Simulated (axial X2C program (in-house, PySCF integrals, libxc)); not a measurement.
**Worked dissociation energy of FeB⁺: PBE0, spin-free**

All values were computed with an in-house relativistic program for diatomic molecules. Spin-free means the one-electron spin-free X2C Hamiltonian. Basis: Fe dyall-cv3z [9s10p6d3f2g], B dyall-v3z [7s6p2d1f] (cores contracted in-house); Gaussian nuclei, density fitting, unrestricted open shells. Masses: Fe 55.935 u, B 11.009 u.

Molecular state: M_S = 1, Λ = 0 (beyond evenly filled blocks: δ+α, δ-α).

* E(Fe+) (2M_S = 5, M_L = 0): -1272.142514 hartree
* E(B) (2M_S = 1, M_L = 0): -24.626641 hartree
* E(FeB⁺) at Re: -1296.868079 hartree
* ωe: 544.5 cm⁻¹

Work out De and D0.

De = -1272.142514 + (-24.626641) − (-1296.868079) = 0.09892 hartree = 2.692 eV. The zero-point energy is ωe/2 = 272 cm⁻¹ = 0.034 eV, so D0 = 2.658 eV.

Occupations by symmetry block were frozen at the best pattern of an incomplete PBE0 search. De is counted from the lowest determinant-based energies of the atoms at the same level, without counterpoise correction. Other states lie close and PBE0, whose exact exchange favours high spin, may order them wrongly; the determinant shown need not be the ground state. The nearest other spin-free determinant of the search, M_S = 2, Λ = 0, lies 0.14 eV up at the distance of the search. The determinant is spin-polarised beyond a pure state at some levels (its spin-free form has ⟨S²⟩ too high), which makes Re and μ there less reliable.

Each atomic determinant is the lowest at this level and need not be a pure term. Totals compare only within one Hamiltonian and basis.
